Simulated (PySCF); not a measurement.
F2GeH3NO. Atoms are numbered in the order given.

```xyz
8

N      1.7652     0.1671    -0.4254
Ge     0.0132     0.0102    -0.0139
O     -0.8640     1.4005    -0.6588
F     -0.4096    -0.1142     1.6844
F     -0.5543    -1.5003    -0.6714
H      2.2116     1.0007    -0.0291
H      2.3172    -0.6655    -0.1944
H     -1.7203     1.4971    -0.1997
```
Charge 0, spin multiplicity 1.

Coordinates come from a PBE-D3(BJ)/def2-SVP optimisation. The structure was generated by enumeration, and PubChem lists no compound with its InChIKey, so it may never have been made. One conformer was computed; it need not be the lowest.

The numbers are results of PBE0/pcSseg-1 run with PySCF, not measurements.

GIAO shieldings, no solvent; atoms listed in one row are averaged. δ = σ(ref) − σ: ¹⁵N against NH3 (σ = 267.4 ppm); ⁷³Ge against GeH4 (σ = 1658.3 ppm); ¹⁷O against H2O (σ = 334.2 ppm); ¹⁹F against CFCl3 (σ = 167.2 ppm); ¹H against TMS (σ = 31.56 ppm), references at their B3LYP-D3(BJ)/def2-TZVP geometries, non-relativistic.

Computed chemical shifts:
| nucleus | atoms | count | δ (ppm) |
|---|---|---|---|
| ¹⁵N | N1 | 1 | 25.0 |
| ⁷³Ge | Ge2 | 1 | 309.7 |
| ¹⁷O | O3 | 1 | 58.0 |
| ¹⁹F | F4 | 1 | -140.1 |
| ¹⁹F | F5 | 1 | -160.2 |
| ¹H | H8 | 1 | 2.40 |
| ¹H | H6, H7 | 2 | 1.61 |
